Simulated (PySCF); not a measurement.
Job file and geometry (Å, from GFN2-xTB) of an NMR shielding run on `O[Si@@H]1NCCN[SiH2]N1`, C₂H₁₁N₃OSi₂, GIAO PBE0/pcSseg-1 NMR shielding, non-relativistic, gas phase (PySCF 2.14.0, density-fitted response routines); density fitting, a coarse starting grid and PySCF grid level 2 are the driver's defaults:

```
$ OMP_NUM_THREADS=1 python probes_run.py task.json out

{"job": {"kind": "nmr", "xc": "PBE0", "basis": "pcSseg-1"}, "charge": 0, "multiplicity": 1}
O      0.705792     3.014367    -0.318723
Si     0.371909     1.593739     0.407328
N      1.455150     0.512900    -0.357477
C      1.573893    -0.872413     0.010329
C      0.417196    -1.773079    -0.468506
N     -0.797791    -1.628907     0.292797
Si    -1.959240    -0.398878    -0.000180
N     -1.308087     1.195319     0.207461
H      0.171593     3.773187    -0.111241
H      0.709386     1.627309     1.831842
H      1.618777     0.662504    -1.341155
H      2.514656    -1.265967    -0.391362
H      1.621859    -0.923197     1.101467
H      0.189105    -1.537562    -1.509951
H      0.745356    -2.819568    -0.416431
H     -0.660150    -1.910438     1.251171
H     -3.023157    -0.623891     0.979580
H     -2.386156    -0.569689    -1.393894
H     -1.969895     1.953512     0.219483
```

**Question.** What does the program print?

**Answer.** 
```
coarse grid: 16512 points
cycle   1  E = -900.5685994163  dE =  1.102e+00  |g| = 9.071e-01  |ddm| = 3.997e+00
cycle   2  E = -900.4227271254  dE =  1.459e-01  |g| = 1.258e+00  |ddm| = 1.740e+00
cycle   3  E = -900.7246311261  dE = -3.019e-01  |g| = 8.279e-02  |ddm| = 1.135e+00
cycle   4  E = -900.7255730137  dE = -9.419e-04  |g| = 4.509e-02  |ddm| = 8.948e-02
cycle   5  E = -900.7259541456  dE = -3.811e-04  |g| = 1.006e-02  |ddm| = 4.293e-02
cycle   6  E = -900.7259740588  dE = -1.991e-05  |g| = 2.244e-03  |ddm| = 1.134e-02
cycle   7  E = -900.7259751430  dE = -1.084e-06  |g| = 7.331e-04  |ddm| = 2.575e-03
final grid: 149544 points
cycle   8  E = -900.7743594729  dE = -2.919e-05  |g| = 1.067e-02  |ddm| = 2.553e-02
cycle   9  E = -900.7743367430  dE =  2.273e-05  |g| = 1.507e-02  |ddm| = 2.104e-02
cycle  10  E = -900.7743838638  dE = -4.712e-05  |g| = 9.273e-04  |ddm| = 1.217e-02
cycle  11  E = -900.7743840216  dE = -1.578e-07  |g| = 2.836e-04  |ddm| = 8.503e-04
cycle  12  E = -900.7743840372  dE = -1.564e-08  |g| = 5.915e-05  |ddm| = 2.487e-04
cycle  13  E = -900.7743840377  dE = -4.698e-10  |g| = 3.110e-05  |ddm| = 6.414e-05
converged SCF energy = -900.7743840377

GIAO shielding tensors (ppm)
atom      isotropic    diamagn.    paramagn.     s11        s22        s33       span
  0 O      291.230     385.777     -94.547    272.613    295.658    305.419     32.807
  1 Si     384.557     880.673    -496.116    358.597    377.950    417.125     58.528
  2 N      217.418     325.354    -107.936    196.634    217.891    237.727     41.093
  3 C      135.190     244.370    -109.180    116.134    133.074    156.361     40.228
  4 C      129.729     245.402    -115.673    110.342    132.117    146.726     36.385
  5 N      219.798     325.052    -105.254    195.954    222.385    241.056     45.103
  6 Si     388.320     881.145    -492.824    363.715    389.439    411.808     48.093
  7 N      205.000     329.533    -124.533    165.528    211.096    238.375     72.846
  8 H       30.696      30.443       0.253     22.428     25.419     44.240     21.813
  9 H       26.649      30.690      -4.042     23.224     24.213     32.509      9.286
 10 H       30.958      33.991      -3.033     23.356     29.482     40.036     16.680
 11 H       28.457      29.384      -0.926     22.301     28.005     35.066     12.765
 12 H       29.416      31.293      -1.877     24.972     28.595     34.682      9.710
 13 H       29.326      31.397      -2.071     25.493     28.384     34.102      8.609
 14 H       28.282      29.267      -0.985     22.104     27.873     34.870     12.766
 15 H       31.259      33.907      -2.648     23.960     28.998     40.818     16.858
 16 H       26.814      29.242      -2.428     22.765     24.793     32.883     10.118
 17 H       26.714      29.985      -3.271     22.466     24.889     32.787     10.321
 18 H       31.546      32.556      -1.010     23.753     28.676     42.209     18.456
```

**Question.** Turn these shieldings into chemical shifts. Scale: 17O (336.08 ppm) against H2O; 29Si (349.16 ppm), 13C (186.93 ppm), 1H (31.72 ppm) against TMS; 15N (267.73 ppm) against NH3 (reference shieldings calculated alike).

**Answer.** Averaging equivalent atoms: O 0: 44.8; Si 1: -35.4; Si 6: -39.2; N 7: 62.7; N 2: 50.3; N 5: 47.9; C 4: 57.2; C 3: 51.7; H 9: 5.07; H 17: 5.00; H 16: 4.90; H 14: 3.43; H 11: 3.26; H 13: 2.39; H 12: 2.30; H 8: 1.02; H 10: 0.76; H 15: 0.46; H 18: 0.17 ppm. Experimental scales use liquid or dissolved standards, which lie at an offset from isolated NH3 (liquid NH3: subtract about 20 ppm) and H2O (liquid H2O: subtract about 36 ppm).

Size and cost of the density-fitted run: 205 basis functions, 68 s wall time on 1 thread of an Arm Neoverse N1, shared host; peak memory 0.91 GiB.
